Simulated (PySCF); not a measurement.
## Where the electron goes

Compound: C5H13NSi2.
Z-matrix (Å and degrees, PBE0-D3(BJ)/def2-SVP geometry), rows numbered from 1:
```
C 
C   1  1.3335
C   2  1.4995  1  124.52
N   3  1.4562  2  111.84  1   117.75
Si  4  1.7558  3  122.55  2   -53.28
C   5  1.8918  4   98.91  3  -167.29
C   6  1.5423  5  107.67  4   -30.86
Si  4  1.7489  3  124.13  2   129.87
H   1  1.0932  2  121.74  3  -178.81
H   1  1.0953  2  121.17  3     1.25
H   2  1.0972  1  119.88  3   177.69
H   3  1.1069  2  109.19  1    -5.91
H   3  1.1053  2  108.84  1  -121.41
H   5  1.4987  4  113.29  3    73.62
H   5  1.4981  4  111.71  3   -47.68
H   6  1.1022  5  113.14  4  -155.64
H   6  1.1041  5  107.09  4    87.40
H   7  1.1038  6  110.35  5   -78.01
H   7  1.1021  6  112.27  5   163.28
H   8  1.5021  4  112.77  3    67.24
H   8  1.4989  4  111.67  3   -52.81
```

Theory: TDDFT PBE0/def2-SVPD, vertical, gas phase, core orbitals frozen in the response in PySCF.

Kohn–Sham orbitals with the atoms that hold most of them (Löwdin shares over 4%, at most four atoms; ? is withheld):

```csv
orbital,ε (eV),atoms
LUMO+2,0.68,"Si8 19%, C2 11%, C1 8%, C3 8%"
LUMO+1,0.42,"Si8 17%, Si5 16%, C7 10%, C6 9%"
LUMO,-0.11,"C1 29%, C2 24%, Si8 6%, C3 6%"
HOMO,-6.77,?
HOMO-1,-7.75,?
HOMO-2,-8.19,"C6 21%, C7 20%, Si5 13%, Si8 12%"
HOMO-3,-8.83,"C7 19%, C6 19%, Si8 12%, Si5 11%"
```

(1) Which atoms hold the HOMO, and with what shares?

(2) Which atoms hold the HOMO-1, and with what shares?

(3) How does S1 compare with the orbital gap of 6.66 eV?

(4) Give energy, strength and leading configuration of S1 and S2, and follow the Löwdin shares of the leading atoms from the occupied to the empty orbital.

## Answers

(1) N4 (bonded to C and 2 Si) 48%; Si8 (bonded to C, N and 2 H) 8%; Si5 (bonded to C, N and 2 H) 8%; C3 (bonded to C, N and 2 H) 7%. By element: nitrogen 48%, silicon 16%, carbon 7% or more.

(2) C1 (bonded to C and 2 H) 35%; C2 (bonded to 2 C and H) 34%; C3 (bonded to C, N and 2 H) 6%.

(3) S1 is at 5.48 eV (f = 0.030), 1.19 eV below the gap, made of HOMO→LUMO (97%). 

(4) 
- S1 (5.48 eV, f 0.030), HOMO→LUMO (97%): N4 48% → at most 6%, Si8 8% → 6%, C1 at most 8% → 29%, C2 at most 8% → 24%
- S2 (6.04 eV, f 0.0088), HOMO→LUMO+1 (96%): N4 48% → at most 10%, Si8 8% → 17%, Si5 8% → 16%

Löwdin shares depend on the basis, the more so with diffuse functions.

One conformer stands for the species.
